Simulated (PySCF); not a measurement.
PySCF job for CH₉ClOSi₃, SMILES C[Si@@H](Cl)[SiH2][SiH2]O, TDA-PBE0/def2-SVPD. Coordinates come from a PBE0-D3(BJ)/def2-SVP optimisation. The structure was generated by enumeration; whether it is a known compound was not checked. Other conformers were not sampled.

```python
import numpy as np
from pyscf import gto, scf, dft, tdscf

mol = gto.M(
    atom='''
    C    -3.11962117    0.83664771    0.30168245
    Si   -1.56619511    0.07508391   -0.40835490
    Cl   -0.55918014    1.53070724   -1.53028452
    Si   -0.00015164   -0.64372270    1.17960500
    Si    2.07522197   -0.66245982    0.09752398
    O     3.14588777   -1.49113421    1.08021199
    H    -2.86815702    1.67078841    0.97332693
    H    -3.76764771    1.21659712   -0.50277099
    H    -3.68066477    0.08272056    0.87653808
    H    -1.90647341   -1.03053311   -1.35394704
    H    -0.36286760   -2.00526113    1.68681188
    H     0.00786078    0.31283059    2.33206829
    H     2.52861469    0.74316238   -0.14614838
    H     1.92593287   -1.32872635   -1.23722697
    H     4.05583666   -1.53903367    0.77155698
    ''',
    basis='def2-SVPD',
    charge=0,
    spin=0,
    max_memory=1600,
    verbose=4,
)
mf = dft.RKS(mol, xc='pbe0').density_fit(auxbasis='def2-universal-jkfit')
mf.grids.level = 3
mf.conv_tol = 1e-9
mf.max_cycle = 100
mf.kernel()
mf.grids = dft.Grids(mol).set(level=1).build(with_non0tab=True)  # coarser grid for the response kernel
td = tdscf.TDA(mf)
td.singlet = True
td.nstates = 6
td.conv_tol = 1e-4
td.positive_eig_threshold = 1e-6
td.kernel(x0=td.get_init_guess(mf, 11))
td.analyze()
tt = tdscf.TDA(mf)
tt.singlet = False
tt.nstates = 2
tt.conv_tol = 1e-4
tt.positive_eig_threshold = 1e-6
tt.kernel(x0=tt.get_init_guess(mf, 7))
tt.analyze(verbose=3)
```

Log of the run:

```
PySCF version 2.14.0

[INPUT] verbose = 4
[INPUT] num. atoms = 15
[INPUT] num. electrons = 82
[INPUT] charge = 0
[INPUT] spin (= nelec alpha-beta = 2S) = 0
[INPUT] symmetry False subgroup None
[INPUT] Mole.unit = angstrom
[INPUT] Symbol           X                Y                Z      unit          X                Y                Z       unit  Magmom
[INPUT]  1 C     -3.119621170000   0.836647710000   0.301682450000 AA   -5.895229623695   1.581035034645   0.570097207088 Bohr   0.0
[INPUT]  2 Si    -1.566195110000   0.075083910000  -0.408354900000 AA   -2.959679815533   0.141888026261  -0.771678922624 Bohr   0.0
[INPUT]  3 Cl    -0.559180140000   1.530707240000  -1.530284520000 AA   -1.056697318896   2.892617460489  -2.891818635462 Bohr   0.0
[INPUT]  4 Si    -0.000151640000  -0.643722700000   1.179605000000 AA   -0.000286558070  -1.216459603166   2.229130385168 Bohr   0.0
[INPUT]  5 Si     2.075221970000  -0.662459820000   0.097523980000 AA    3.921601170980  -1.251867628329   0.184293612778 Bohr   0.0
[INPUT]  6 O      3.145887770000  -1.491134210000   1.080211990000 AA    5.944866303919  -2.817835271870   2.041304817571 Bohr   0.0
[INPUT]  7 H     -2.868157020000   1.670788410000   0.973326930000 AA   -5.420031250049   3.157332506998   1.839321327364 Bohr   0.0
[INPUT]  8 H     -3.767647710000   1.216597120000  -0.502770990000 AA   -7.119822305745   2.299035360735  -0.950099474476 Bohr   0.0
[INPUT]  9 H     -3.680664770000   0.082720560000   0.876538080000 AA   -6.955448371635   0.156319203271   1.656416908952 Bohr   0.0
[INPUT] 10 H     -1.906473410000  -1.030533110000  -1.353947040000 AA   -3.602712608666  -1.947425340196  -2.558589092766 Bohr   0.0
[INPUT] 11 H     -0.362867600000  -2.005261130000   1.686811880000 AA   -0.685720383478  -3.789394343936   3.187612476863 Bohr   0.0
[INPUT] 12 H      0.007860780000   0.312830590000   2.332068290000 AA    0.014854721325   0.591164138486   4.406970371883 Bohr   0.0
[INPUT] 13 H      2.528614690000   0.743162380000  -0.146148380000 AA    4.778389238652   1.404373364280  -0.276180411749 Bohr   0.0
[INPUT] 14 H      1.925932870000  -1.328726350000  -1.237226970000 AA    3.639485658598  -2.510928895993  -2.338020127225 Bohr   0.0
[INPUT] 15 H      4.055836660000  -1.539033670000   0.771556980000 AA    7.664420493371  -2.908352132784   1.458031381697 Bohr   0.0

nuclear repulsion = 511.147545608186
number of shells = 94
number of NR pGTOs = 324
number of NR cGTOs = 214
basis = def2-SVPD
ecp = {}


******** <class 'pyscf.df.df_jk.DFRKS'> ********
method = DFRKS
initial guess = minao
damping factor = 0
level_shift factor = 0
DIIS = <class 'pyscf.scf.diis.CDIIS'>
diis_start_cycle = 1
diis_space = 8
diis_damp = 0
SCF conv_tol = 1e-09
SCF conv_tol_grad = None
SCF max_cycles = 100
direct_scf = False
XC library pyscf.dft.libxc version 7.1.2
    S. Lehtola, C. Steigemann, M. J. T. Oliveira, and M. A. L. Marques,  SoftwareX 7, 1–5 (2018)
XC functionals = pbe0
    C. Adamo and V. Barone,  J. Chem. Phys. 110, 6158 (1999)
    M. Ernzerhof and G. E. Scuseria,  J. Chem. Phys. 110, 5029 (1999)
radial grids:
    Treutler-Ahlrichs [JCP 102, 346 (1995); DOI:10.1063/1.469408] (M4) radial grids

becke partition: Becke, JCP 88, 2547 (1988); DOI:10.1063/1.454033
pruning grids: <function nwchem_prune>
grids dens level: 3
symmetrized grids: False
atomic radii adjust function: <function treutler_atomic_radii_adjust>
small_rho_cutoff = 0
Set gradient conv threshold to 3.16228e-05
Initial guess from minao.
tot grids = 192896
******** <class 'pyscf.df.df.DF'> ********
auxbasis = def2-universal-jkfit
init E= -1446.41123480413
  HOMO = -0.292763765650122  LUMO = -0.0701402521304688  gap/eV = 6.05789
cycle= 1 E= -1446.28223419134  delta_E= 0.129  |g|= 0.718  |ddm|= 4.56
  HOMO = -0.194520532539498  LUMO = -0.0202839409253945  gap/eV = 4.74122
cycle= 2 E= -1446.10845562468  delta_E= 0.174  |g|= 1.17  |ddm|= 1.79
  HOMO = -0.281230311916897  LUMO = -0.0232717078245495  gap/eV = 7.01941
cycle= 3 E= -1446.38733118198  delta_E= -0.279  |g|= 0.104  |ddm|= 1.07
  HOMO = -0.284639299335963  LUMO = -0.0218753510544838  gap/eV = 7.15017
cycle= 4 E= -1446.38960654578  delta_E= -0.00228  |g|= 0.0384  |ddm|= 0.173
  HOMO = -0.285361335915044  LUMO = -0.0222717255045448  gap/eV = 7.15903
cycle= 5 E= -1446.38998889169  delta_E= -0.000382  |g|= 0.00642  |ddm|= 0.056
  HOMO = -0.284737443742638  LUMO = -0.0218768008176315  gap/eV = 7.15280
cycle= 6 E= -1446.39000166926  delta_E= -1.28e-05  |g|= 0.0017  |ddm|= 0.0137
  HOMO = -0.284876455292357  LUMO = -0.021976130022586  gap/eV = 7.15388
cycle= 7 E= -1446.39000256317  delta_E= -8.94e-07  |g|= 0.000334  |ddm|= 0.00325
  HOMO = -0.284876569000886  LUMO = -0.0219653501523713  gap/eV = 7.15418
cycle= 8 E= -1446.39000259389  delta_E= -3.07e-08  |g|= 0.000135  |ddm|= 0.000827
  HOMO = -0.284867271136763  LUMO = -0.0219615474099335  gap/eV = 7.15403
cycle= 9 E= -1446.39000259991  delta_E= -6.02e-09  |g|= 2.23e-05  |ddm|= 0.000278
  HOMO = -0.284870455096332  LUMO = -0.0219637544993523  gap/eV = 7.15406
cycle= 10 E= -1446.39000260006  delta_E= -1.51e-10  |g|= 7.68e-06  |ddm|= 5.52e-05
  HOMO = -0.284869562301728  LUMO = -0.0219627082828402  gap/eV = 7.15406
Extra cycle  E= -1446.39000260006  delta_E= 5e-12  |g|= 7.94e-06  |ddm|= 3.15e-05
converged SCF energy = -1446.39000260006
tot grids = 58160
Overwritten attributes  positive_eig_threshold  of <class 'pyscf.tdscf.rks.TDA'>


******** <class 'pyscf.tdscf.rks.TDA'> for <class 'pyscf.df.df_jk.DFRKS'> ********
nstates = 6 singlet
deg_eia_thresh = 1.000e-03
wfnsym = None
conv_tol = 0.0001
eigh lindep = 1e-12
eigh level_shift = 0
eigh max_cycle = 100


Excitation energies (eV)
[6.06076468 6.39389222 6.48314756 6.59229268 6.77091578 6.95700858]

** Singlet excitation energies and oscillator strengths **
Excited State   1:      6.06076 eV    204.57 nm  f=0.0270
      40 -> 43        0.14239
      41 -> 42       -0.64131
      41 -> 43        0.18225
      41 -> 44        0.12601
Excited State   2:      6.39389 eV    193.91 nm  f=0.0393
      41 -> 42        0.20557
      41 -> 43        0.62718
      41 -> 44        0.20550
Excited State   3:      6.48315 eV    191.24 nm  f=0.0229
      40 -> 42        0.10644
      40 -> 43        0.14412
      41 -> 43        0.22473
      41 -> 44       -0.62974
Excited State   4:      6.59229 eV    188.07 nm  f=0.0058
      39 -> 42        0.24025
      40 -> 42        0.63208
      41 -> 44        0.11480
Excited State   5:      6.77092 eV    183.11 nm  f=0.0012
      39 -> 42       -0.60219
      39 -> 43       -0.16186
      40 -> 42        0.24482
      40 -> 43       -0.15592
Excited State   6:      6.95701 eV    178.21 nm  f=0.0277
      38 -> 42        0.47150
      38 -> 43       -0.30678
      39 -> 42        0.10766
      40 -> 43       -0.34871
      40 -> 44       -0.10973

** Transition electric dipole moments (AU) **
state          X           Y           Z        Dip. S.      Osc.
  1        -0.4249      0.0196     -0.0296      0.1818      0.0270
  2         0.0015     -0.2505      0.4340      0.2511      0.0393
  3        -0.3201      0.0442      0.1988      0.1439      0.0229
  4         0.1371      0.0851     -0.1000      0.0360      0.0058
  5        -0.0171      0.0756     -0.0347      0.0072      0.0012
  6        -0.4001     -0.0110      0.0471      0.1624      0.0277

** Transition velocity dipole moments (imaginary part, AU) **
state          X           Y           Z        Dip. S.      Osc.
  1        -0.0362      0.0156      0.0124      0.0017      0.0051
  2         0.0153     -0.0219      0.0546      0.0037      0.0105
  3        -0.0395      0.0112      0.0237      0.0022      0.0063
  4         0.0155      0.0043      0.0017      0.0003      0.0007
  5        -0.0148     -0.0170     -0.0104      0.0006      0.0017
  6        -0.0734     -0.0172     -0.0150      0.0059      0.0154

** Transition magnetic dipole moments (imaginary part, AU) **
state          X           Y           Z
  1        -0.1450      0.9619      0.7248
  2        -0.2815     -0.2785     -0.1964
  3         0.2306      0.2834      0.0178
  4         0.6646      0.1589     -0.6540
  5        -0.2499     -0.2159      0.8075
  6         0.7731      0.3887      0.4079


******** <class 'pyscf.tdscf.rks.TDA'> for <class 'pyscf.df.df_jk.DFRKS'> ********
nstates = 2 triplet
deg_eia_thresh = 1.000e-03
wfnsym = None
conv_tol = 0.0001
eigh lindep = 1e-12
eigh level_shift = 0
eigh max_cycle = 100


Excitation energies (eV)
[5.32818217 5.68367264]

** Triplet excitation energies and oscillator strengths **
Excited State   1:      5.32818 eV    232.70 nm  f=0.0000
Excited State   2:      5.68367 eV    218.14 nm  f=0.0000
```

The calculation finished and met its thresholds.

Cost: very roughly 8 core-minutes.
